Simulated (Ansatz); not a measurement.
Geometry optimisation, UKS PBE0/def2-SVP in Ansatz.

input.yaml

```yaml
crystal:
  periodic: [false, false, false]
  atoms:
    - { symbol: W, position_ang: [-0.097252, 0.108045, -0.298355] }
    - { symbol: F, position_ang: [-0.327641, -0.150412, 2.723679] }
    - { symbol: H, position_ang: [1.380104, 0.455458, 0.429184] }
    - { symbol: H, position_ang: [0.216023, 1.689164, 0.176047] }
    - { symbol: H, position_ang: [-1.520118, 0.9031, 0.169783] }
    - { symbol: H, position_ang: [0.391356, -1.26843, 0.610903] }
    - { symbol: O, position_ang: [-0.125944, -0.229755, -2.118854] }
    - { symbol: H, position_ang: [0.448906, 0.117709, -2.812618] }
    - { symbol: H, position_ang: [0.162366, -0.832479, 2.32313] }
magnetization:
  spin_polarized: true
  initial_magnetization: 1
basis:
  gaussian: { orbitals: def2-SVP }
hamiltonian:
  xc: pbe0
relax:
  f_tol: 0.03
  max_steps: 50
```

Command:

```bash
$ ansatz run input.yaml --threads 2 --pin off --max-ram 3072MiB --backend cpu --events-out ev --progress --plain --runs-dir out
```

**Question.** Where does it end, and by what steps?

**Answer.** It converged. After 8 steps the energy has fallen by 0.129 eV; F2 moved furthest, 0.48 Å. Joined: W1–F2 (3.04 → 2.48 Å).

```json
{"step": "0", "energy less start (eV)": "0.0000", "largest force component (eV/Å)": "0.248", "accepted": "yes"}
{"step": "1", "energy less start (eV)": "-0.0472", "largest force component (eV/Å)": "0.746", "accepted": "yes"}
{"step": "2", "energy less start (eV)": "-0.1087", "largest force component (eV/Å)": "0.675", "accepted": "yes"}
{"step": "3", "energy less start (eV)": "-0.0865", "largest force component (eV/Å)": "0.546", "accepted": "no"}
{"step": "4", "energy less start (eV)": "-0.1207", "largest force component (eV/Å)": "0.161", "accepted": "yes"}
{"step": "5", "energy less start (eV)": "-0.1254", "largest force component (eV/Å)": "0.183", "accepted": "yes"}
{"step": "6", "energy less start (eV)": "-0.1284", "largest force component (eV/Å)": "0.128", "accepted": "yes"}
{"step": "7", "energy less start (eV)": "-0.1289", "largest force component (eV/Å)": "0.032", "accepted": "yes"}
{"step": "8", "energy less start (eV)": "-0.1291", "largest force component (eV/Å)": "0.017", "accepted": "yes"}
```

```xyz
9
Properties=species:S:1:pos:R:3
W -0.109 0.057 -0.192
F -0.378 -0.001 2.268
H 1.396 0.407 0.481
H 0.220 1.633 0.291
H -1.527 0.884 0.246
H 0.473 -1.366 0.601
O -0.143 -0.215 -2.027
H 0.413 0.139 -2.731
H 0.184 -0.746 2.266
```

Whether the end is a true minimum wasn't checked by a vibrational analysis.

The run took 32 s on 2 threads of Arm Neoverse V2, with other jobs on the host, peak memory 0.23 GiB.
